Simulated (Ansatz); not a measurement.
Reaction (ligand exchange at a B–C bond): `BC1=CC1F` + `C[SiH](O)F` → `BO[SiH](C)F` + `FC1C=C1`

Calculated with Ansatz (gas phase, PBE0-D4/def2-TZVP geometries, no zero-point term in ΔE). CBS: MP2 limit from def2 TZ/QZ plus the TZ coupled-cluster correction, frozen cores. DFT in def2-TZVPP. B3LYP here is the variant with VWN-RPA as its local correlation; programs differ in this. One conformer a species, not always the lowest.

CCSD(T)/CBS gives -96.3 kJ/mol.

Question: Another level gave -92.3 kJ/mol. Which?
A. HF/def2-TZVPP
B. B3LYP-D4/def2-TZVPP
C. PBE/def2-TZVPP
D. PBE0-D4/def2-TZVPP

Answer: B. B3LYP-D4 -92.3, PBE -79.1, HF/def2-TZVPP -109.8, PBE0-D4 -86.7 kJ/mol.

Largest T1 diagnostic among the species: 0.013.

In def2-TZVPP, CCSD(T) changes the Hartree–Fock value by +12.5 kJ/mol (the triples alone add +2.3 kJ/mol) and MP2 by +14.8 kJ/mol. From PBE to PBE0 (25 % exact exchange), in def2-TZVPP and without D4, ΔE moves by −7.4 kJ/mol.
